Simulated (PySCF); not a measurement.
Compound: C2H10Al2O2.
Cartesian coordinates in Å at the PBE0-D3(BJ)/def2-SVP level; atoms count from 1:
```
atom  x, y, z in Å
C1     2.5116    0.7008   -0.0332
O2     1.1616    0.3014    0.0430
Al3   -0.3429    1.2629    0.5779
O4    -1.1616   -0.3006   -0.0208
C5    -2.5164   -0.6906   -0.0091
Al6    0.3457   -1.2747   -0.5275
H7     2.5784    1.7844   -0.2177
H8     3.0155    0.1835   -0.8644
H9     3.0410    0.4663    0.9040
H10   -0.5825    2.5106   -0.3804
H11   -0.4761    1.4045    2.1570
H12   -2.6261   -1.6849    0.4523
H13   -2.9187   -0.7245   -1.0341
H14   -3.1134    0.0249    0.5765
H15    0.4848   -1.4446   -2.1036
H16    0.5837   -2.5014    0.4574
```

Method used: TDDFT PBE0/def2-SVPD, vertical, gas phase, core orbitals frozen in the response in PySCF.

Kohn–Sham orbitals with the atoms that hold most of them (Löwdin shares over 4%, at most four atoms; ? is withheld):

```csv
orbital,ε (eV),atoms
LUMO+2,0.56,"Al6 26%, Al3 26%, O4 6%, O2 6%"
LUMO+1,0.31,"Al6 27%, Al3 27%, C1 6%, C5 6%"
LUMO,-0.50,?
HOMO,-7.58,?
HOMO-1,-7.99,"Al6 21%, Al3 19%, H16 15%, H15 15%"
HOMO-2,-9.01,"O2 17%, O4 17%, Al6 12%, Al3 12%"
HOMO-3,-9.01,"O2 29%, O4 29%, C1 8%, C5 8%"
```

Problem. Give the leading atoms of the HOMO.

Solution. Al3 (bonded to 2 O and 2 H) 16%; Al6 (bonded to 2 O and 2 H) 14%; H11 (bonded to Al) 14%; H10 (bonded to Al) 13%. By element: aluminium 30%, hydrogen 27% or more.

Problem. Give the leading atoms of the LUMO.

Solution. Al3 (bonded to 2 O and 2 H) 17%; Al6 (bonded to 2 O and 2 H) 17%; O4 (bonded to 2 Al and C) 8%; O2 (bonded to 2 Al and C) 8%. By element: aluminium 35%, oxygen 17%.

Within 0.005 eV of a neighbour in this list lie HOMO-3/HOMO-2.

Problem. How does S1 compare with the orbital gap of 7.07 eV?

Solution. S1 is at 5.88 eV (f = 0.0000), 1.19 eV below the gap, made of HOMO→LUMO (96%). 

Problem. Give energy, strength and leading configuration of S1 and S2, and follow the Löwdin shares of the leading atoms from the occupied to the empty orbital.

Solution. 
- S1 (5.88 eV, f 0.0000), HOMO→LUMO (96%): Al3 16% → 17%, Al6 14% → 17%
- S2 (6.26 eV, f 0.0001), HOMO-1→LUMO (87%): Al6 21% → 17%, Al3 19% → 17%
